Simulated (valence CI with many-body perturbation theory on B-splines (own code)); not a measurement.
# Os⁶³⁺: magnetic and hyperfine properties of the levels

Computed by configuration interaction combined with many-body perturbation theory (CI+MBPT): three valence electrons over a frozen Dirac-Fock core [Ne], a basis of 11 s, 11 p, 10 d, 8 f, 5 g, 2 h functions for each j, with the one-electron correlation potential Σ1 (screened to all orders), the two-electron term Σ2, the three-electron term Σ3, Breit, model QED; selected single and double excitations, second order for the rest, scaled by the run's own slope (own B-spline code, finite nucleus).

No measured spectrum was set against this ion. As an estimate, large intervals hold to a few tenths of a per cent, small ones and those within an open d or f shell to about a per cent.

A/g_I is the dipole constant over the nuclear g factor μ/I (μ in nuclear magnetons, uniformly magnetised nucleus), B/Q the quadrupole constant per barn. Both hold the static response of the core; the bare values leave it out. Large factors of s and p1/2 electrons are usually good to 5 to 10 %; those of open d and f shells near neutrality can be off by tens of per cent, and small factors of p3/2, d and f electrons come from cancelling terms and can be off by a factor of two or in sign, in half-filled shells by more. B is blank for J = 1/2, where it vanishes, and for nearly pure S terms. Energies count from the lowest level.

Levels are named by their leading jj configuration (3d3/2^4 stands for four electrons in 3d with j = 3/2), which in mixed levels can hold well under half, so a name can repeat and another be missing. Letters in brackets count levels of one name in rising energy.

```tsv
Level	E (eV)	g	A/g_I (MHz)	A/g_I bare	B/Q (MHz/b)	B/Q bare
(3s^2 3p1/2) J=1/2	0.0	0.646	2190000	2160000		
(3s 3p1/2^2) J=1/2	175.0	2.094	6550000	6420000		
(3s^2 3p3/2) J=3/2	413.0	1.319	243000	242000	484000	478000
(3s 3p1/2 3p3/2) J=3/2 [a]	556.4	1.624	1470000	1440000	393000	388000
(3s 3p1/2 3p3/2) J=5/2	575.3	1.332	1870000	1840000	401000	396000
(3s 3p1/2 3p3/2) J=3/2 [b]	596.7	0.968	180000	182000	231000	228000
(3s 3p1/2 3p3/2) J=1/2	607.3	1.267	-2460000	-2400000		
(3s^2 3d3/2) J=3/2	655.3	0.828	51700	56300	113000	114000
(3s^2 3d5/2) J=5/2	738.8	1.193	84200	86700	95300	97700
(3p1/2^2 3p3/2) J=3/2	767.5	1.008	2080	7740	291000	289000
(3s 3p1/2 3d3/2) J=3/2 [a]	781.0	0.775	-174000	-166000	216000	215000
(3s 3p1/2 3d3/2) J=5/2	793.1	1.017	1810000	1770000	41500	44300
(3s 3p1/2 3d3/2) J=1/2	820.7	0.401	-2700000	-2640000		
(3s 3p1/2 3d3/2) J=3/2 [b]	828.1	1.277	1630000	1600000	90000	89800
(3s 3p1/2 3d5/2) J=5/2 [a]	886.1	1.348	621000	614000	93700	95900
(3s 3p1/2 3d5/2) J=7/2	901.1	1.234	1280000	1260000	31900	35200
(3s 3p1/2 3d5/2) J=5/2 [b]	911.6	1.034	-3460	1530	105000	107000
(3s 3p1/2 3d5/2) J=3/2	916.4	1.109	-1520000	-1480000	52800	54400
(3s 3p3/2^2) J=5/2	981.6	1.431	1510000	1490000	94400	93200
(3p1/2^2 3d3/2) J=3/2	988.4	0.775	131000	132000	82000	84400
(3s 3p3/2^2) J=1/2	1020.3	1.927	6620000	6490000		
(3s 3p3/2^2) J=3/2	1027.6	1.189	-1030000	-999000	-68400	-67600
(3p1/2^2 3d5/2) J=5/2	1097.0	1.190	44200	50200	75000	77700
(3p1/2 3p3/2^2) J=5/2	1173.7	1.174	870000	858000	37200	37000
(3p1/2 3p3/2^2) J=3/2	1179.0	1.422	-11500	-1860	11600	11400
(3p1/2 3p3/2^2) J=1/2	1196.6	0.773	2860000	2800000		
(3s 3p3/2 3d3/2) J=3/2 [a]	1206.4	1.280	693000	685000	669	-1220
(3s 3p3/2 3d3/2) J=1/2 [a]	1208.4	2.091	2320000	2280000		
(3s 3p3/2 3d3/2) J=5/2 [a]	1211.3	1.211	641000	634000	205000	201000
(3s 3p3/2 3d3/2) J=7/2	1213.8	1.223	1080000	1070000	522000	518000
(3s 3p3/2 3d3/2) J=3/2 [b]	1243.0	0.984	312000	311000	-253000	-249000
(3s 3p3/2 3d3/2) J=5/2 [b]	1255.9	0.963	-214000	-204000	288000	287000
(3s 3p3/2 3d3/2) J=1/2 [b]	1261.9	0.610	1370000	1350000		
(3s 3p3/2 3d5/2) J=9/2	1278.1	1.319	842000	830000	591000	587000
(3s 3p3/2 3d5/2) J=5/2 [a]	1301.5	1.340	1270000	1250000	-261000	-257000
(3s 3p3/2 3d5/2) J=7/2 [a]	1310.4	1.244	518000	512000	312000	311000
(3s 3p3/2 3d5/2) J=3/2 [a]	1314.0	1.144	-589000	-571000	-266000	-263000
(3s 3p3/2 3d5/2) J=7/2 [b]	1330.6	1.195	-59600	-52700	289000	289000
(3s 3p3/2 3d5/2) J=1/2	1339.9	0.717	-2020000	-1980000		
(3s 3p3/2 3d5/2) J=3/2 [b]	1351.2	1.299	1540000	1510000	150000	150000
```

**Question.** Take the isotope of mass number 189, with I = 3/2, μ = 0.6576 μN and Q = 0.86 b. What is the hyperfine structure of (3s^2 3d3/2) J=3/2?

**Answer.** From the table A = 22700 MHz, B = 96900 MHz. Shifts from the centre of gravity in MHz: F = 0: 36000, F = 1: -38200, F = 2: -89700, F = 3: 75300.
